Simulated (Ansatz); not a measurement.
**Cost against result**

Saddle point of BH₃BrClO₂, singlet (BH₂ClO₂ ([OH][B]([OH])[Cl]) + HBr → BH₂BrO₂ ([OH][B]([OH])[Br]) + HCl; bonds formed: B1–Br6, Cl2–H5; bonds broken: B1–Cl2, H5–Br6), PBE0-D4/def2-TZVP structure:

```xyz
8
angstrom
B -0.0710 -0.4822 0.0998
Cl 0.6263 0.6164 -1.6020
O 0.9293 -1.1731 0.6662
O -1.2788 -1.0147 -0.1372
H 0.2789 1.5532 -0.4601
Br -0.3045 1.6110 1.1576
H 1.7421 -0.6856 0.8083
H -1.9222 -0.4248 -0.5326
```

Barriers are electronic and count from the start structure reached by relaxing down the imaginary mode.

Computed with Ansatz 0.2.0 (basis: as named in each row); correlated methods freeze the cores. Filled d shells of the heavier atoms are correlated. The def2 sets are not built for correlating such inner shells, so the correlated values are less sure here. B3LYP uses VWN-RPA correlation. Extrapolation: Hartree–Fock as exp(−7.88 √X), correlation as X^−2.97.

Times are rough, for one single point on 8 threads of a shared host (Intel Xeon 6975P-C).

The estimate by CCSD(T) at an estimated basis limit (MP2 extrapolated from triple and quadruple zeta, plus CCSD(T) − MP2 in triple zeta) is 31.31 kcal/mol.

```
      method       basis  time (s)  barrier (kcal/mol)  method less estimate
          HF      STO-3G   under 1               45.04                 13.73
      PBE-D4      STO-3G   under 1               14.51                -16.79
       SPW92    def2-SVP   under 1               14.63                -16.68
      PBE-D4    def2-SVP   under 1               21.37                 -9.94
    B3LYP-D4       6-31G   under 1               28.02                 -3.28
     PBE0-D4    def2-SVP   under 1               26.19                 -5.11
       SPW92  def2-TZVPP   under 1               15.48                -15.83
      PBE-D4  def2-TZVPP   under 1               21.90                 -9.41
     BLYP-D4  def2-TZVPP   under 1               25.82                 -5.49
    B3LYP-D4  def2-TZVPP   under 1               29.22                 -2.08
    BHLYP-D4  def2-TZVPP   under 1               34.35                  3.04
     PBE0-D4  def2-TZVPP   under 1               26.23                 -5.08
     wB97M-V    def2-SVP         1               29.32                 -1.98
   r2SCAN-D4  def2-TZVPP         1               24.28                 -7.02
CAM-B3LYP-D4  def2-TZVPP         1               32.13                  0.82
  r2SCAN0-D4  def2-TZVPP         1               27.38                 -3.92
  RPA on PBE  def2-TZVPP         1               32.64                  1.33
      B2PLYP  def2-TZVPP         2               31.56                  0.25
    PBE-QIDH  def2-TZVPP         2               29.66                 -1.64
     CCSD(T)    def2-SVP         2               37.20                  5.90
      B97M-V  def2-TZVPP         2               30.94                 -0.36
     wB97X-V  def2-TZVPP         2               31.80                  0.50
     wB97M-V  def2-TZVPP         2               30.10                 -1.20
         MP2  def2-QZVPP         6               29.24                 -2.06
     CCSD(T)  def2-TZVPP        20               32.78                  1.47
```

All methods are single points on the PBE0-D4 structures.

The T1 diagnostic stays at or below 0.011.

Labels in which every atom is bracketed show which atoms are joined, not bond orders.
